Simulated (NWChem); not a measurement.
Molecule: BiH₂O₂Cl; SMILES [OH][Bi]([OH])[Cl]

```xyz
6

Bi     0.0104     0.2943     0.2671
Cl     0.1215    -2.1571    -0.1351
O      1.4015     0.9452    -1.1259
H      1.1013     0.7772    -2.0300
O     -1.6685     0.5279    -0.9364
H     -1.8949    -0.3196    -1.3450
```
Atoms are numbered in this order, from 1.

Program: NWChem. Geometry: optimised at PBE0/def2-SVP. def2 effective core potentials on Bi; no spin-orbit coupling. Ions are spin-unrestricted doublets at the neutral geometry; other ion states weren't tried.

```tsv
level	vertical ionisation energy, ΔSCF (eV)	−ε(HOMO) (eV)	ΔSCF minus −ε(HOMO) (eV)
B3LYP/def2-SVP	___	___	___
CAM-B3LYP/def2-SVP	10.54	9.49	1.05
LRC-wPBEh/def2-SVP	10.51	10.03	0.48
M06-2X/def2-SVP	10.71	9.62	1.09
```

Task: Fill in the missing entries.

Result: 
- B3LYP/def2-SVP, vertical ionisation energy, ΔSCF (eV): 10.20
- B3LYP/def2-SVP, −ε(HOMO) (eV): 7.88
- B3LYP/def2-SVP, ΔSCF minus −ε(HOMO) (eV): 2.32
